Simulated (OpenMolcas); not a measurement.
# Ga I: thermal populations, worked from levels

```
Program             : OpenMolcas
Basis               : ANO-RCC-VQZP [7s6p4d2f1g]
Scalar Hamiltonian  : DKH2, point nucleus
Active space        : 3 electrons in 8 orbitals (4s 4p 5s 5p)
State averaging     : 2S+1 = 4 odd, 1 root (0 in the spin-orbit step); 2S+1 = 2 odd, 3 roots; 2S+1 = 4 even, 3 roots; 2S+1 = 2 even, 5 roots (0 in the spin-orbit step)
Spin-orbit coupling : state interaction with AMFI integrals over the reference wave functions, term energies averaged over their components
```

Methods: CASSCF; SS-CASPT2, IPEA 0.25 Eh, imaginary shift 0.1 Eh (closed shells correlated: 3d). Measured levels: NIST Handbook of Basic Atomic Spectroscopic Data.

**Thermal populations.** Z = Σ (2J + 1) exp(-E/kT) with k = 0.695035 cm-1/K, over the levels below. No other level of either list lies under 24700 cm-1, which is above 7 kT at each temperature.

```tsv
Level	2J + 1	SS-CASPT2	measured
4s2 4p 2P* 1/2	2	0.0	0.0
4s2 4p 2P* 3/2	4	630	826
```

```
T (K)  Z, SS-CASPT2  Z, measured levels  Ground level (%), SS-CASPT2  Ground level (%), measured levels
 2000         4.542               4.208                         44.0                               47.5
 3000         4.957               4.692                         40.3                               42.6
 5000         5.337               5.154                         37.5                               38.8
```

At 5000 K, kT = 3475 cm-1, and the computed levels give Z = 2.000 + 3.337 = 5.337.

Some high roots are left out of the spin-orbit mixing, which shifts the levels that they would mix with. Active for correlation alone: 5p 5s; no level in the range computed is led by a configuration that fills them, so any true level of that kind is missing. Without dynamic correlation excited terms often stand tens of per cent too high (terms of higher spin than the ground term too low), and those without a measured partner can miss by more than the paired ones (holds for CASSCF). Measured partners are found by configuration, term and J. A level has none where our copy of the source lacks it or the pairing is in doubt (some pairs that miss far off the trend of their configuration count as doubtful), and it then counts in no deviation. Only configurations of the active space appear.

* marks odd parity.
